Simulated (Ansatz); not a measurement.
`[CH3][SnH2][CH3]`, 11 atoms. Charge 0, multiplicity 1. Correlated methods include outer-core shells of Sn, which these sets cover unevenly. Sn: def2 effective core potential. All runs use 4 threads of a server CPU on a shared host. Correlated methods freeze the cores.

(1) How many basis functions does each run have, and how long does it take in Ansatz? RKS PBE0-D4/def2-SVP energy; RHF-CCSD(T)/def2-SVP energy; RKS PBE0-D4/def2-TZVP relaxation (5 steps); RKS PBE0-D4/def2-TZVPP energy; RKS B2PLYP (frozen core)/def2-TZVPP energy; RKS ωB97M-V/def2-SVP energy; RKS ωB97M-V/def2-QZVPP energy; RKS PBE0-D4/def2-QZVPP energy; RKS PBE-D4/def2-TZVPP energy and forces; RKS BLYP-D4/def2-TZVPP energy; direct RPA on PBE orbitals/def2-TZVPP energy; RHF-MP2/def2-QZVPP energy. (Best estimate.)

Answers

(1) The calculation gave: Other jobs shared the machine, so times are rough.

| level | job | functions | wall time | peak host memory (GiB) |
| --- | --- | --- | --- | --- |
| RKS PBE0-D4/def2-SVP | energy | 94 | 0.65 s | 0.21 |
| RKS BLYP-D4/def2-TZVPP | energy | 224 | 1.4 s | 0.26 |
| RKS PBE-D4/def2-TZVPP | energy and forces | 224 | 1.7 s | 0.26 |
| RKS PBE0-D4/def2-TZVPP | energy | 224 | 1.8 s | 0.47 |
| RKS ωB97M-V/def2-SVP | energy | 94 | 1.9 s | 0.29 |
| RHF-CCSD(T)/def2-SVP | energy | 94 | 2.8 s | 0.44 |
| direct RPA on PBE orbitals/def2-TZVPP | energy | 224 | 3 s | 0.55 |
| RKS B2PLYP (frozen core)/def2-TZVPP | energy | 224 | 3.3 s | 0.54 |
| RKS PBE0-D4/def2-QZVPP | energy | 436 | 4.3 s | 1.2 |
| RKS ωB97M-V/def2-QZVPP | energy | 436 | 9.5 s | 1.6 |
| RKS PBE0-D4/def2-TZVP | relaxation (5 steps) | 160 | 10 s | 0.4 |
| RHF-MP2/def2-QZVPP | energy | 436 | 11 s | 2.2 |
